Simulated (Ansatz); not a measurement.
Computed with Ansatz on PBE0-D4/def2-TZVP structures; ΔE is electronic, products minus reactants. CCSD(T)/CBS adds triple-zeta CCSD(T) − MP2 to the extrapolated MP2 energy (def2 sets, frozen cores). DFT in def2-TZVPP. def2 core potentials past Kr. For Mg, Sn outer-core shells are correlated without core-valence functions, which leaves a few kJ/mol of doubt a bond. One conformer a species, not always the lowest.

Consider the redistribution: `[Cl][SnH3]` + `[SiH3][O][Mg][O][SiH3]` → `[SiH3][O][SnH2][Cl]` + `[MgH][O][SiH3]`.

`[Cl][SnH3]`:

```xyz
5

Cl    0.677   -1.313   -1.561
Sn   -0.058    0.113    0.134
H     1.257    1.125    0.501
H    -0.495   -0.890    1.435
H    -1.381    0.965   -0.509
```

`[SiH3][O][Mg][O][SiH3]`:

Cartesian coordinates in Å:
```
Si -0.730 -1.490 -2.964
O -0.385 -0.775 -1.559
Mg -0.002 0.008 -0.004
O 0.381 0.791 1.553
Si 0.730 1.489 2.965
H -1.169 -0.493 -3.984
H 0.460 -2.205 -3.512
H -1.826 -2.490 -2.806
H 0.553 2.968 2.894
H -0.153 0.977 4.053
H 2.142 1.220 3.365
```

`[SiH3][O][SnH2][Cl]`:

Z-matrix (Å, degrees):
```
Si
O 1 1.637
H 1 1.488 2 111.3
H 1 1.485 2 107.7 3 119.6
H 1 1.489 2 111.2 3 -120.9
Sn 2 1.943 1 136.7 3 68.3
Cl 6 2.324 2 105.7 1 -13.1
H 6 1.695 2 106.9 1 -128.6
H 6 1.696 2 107.9 1 102.4
```

`[MgH][O][SiH3]`:

```xyz
7

Mg    1.382   -1.480    0.849
O     0.252   -0.270    0.156
Si   -0.762    0.816   -0.468
H     2.445   -2.617    1.500
H    -0.118    1.599   -1.563
H    -1.977    0.162   -1.040
H    -1.223    1.790    0.566
```

| species | r2SCAN energy (Eh) |
| --- | --- |
| `[Cl][SnH3]` | -676.38483 |
| `[SiH3][O][Mg][O][SiH3]` | -933.22786 |
| `[SiH3][O][SnH2][Cl]` | -1042.35275 |
| `[MgH][O][SiH3]` | -567.21796 |

Work out ΔE.

ΔE = (-1042.35275) + (-567.21796) − (-676.38483) − (-933.22786) = 0.04198 Eh = +110.2 kJ/mol. CCSD(T)/CBS gives +111.6 kJ/mol.

Largest T1 diagnostic among the species: 0.013.

From r2SCAN to r2SCAN0 (25 % exact exchange), in def2-TZVPP and without D4, ΔE moves by +3.6 kJ/mol. At CCSD(T), def2-SVP lies +8.5 kJ/mol from the extrapolated value and def2-TZVPP −3.0 kJ/mol.
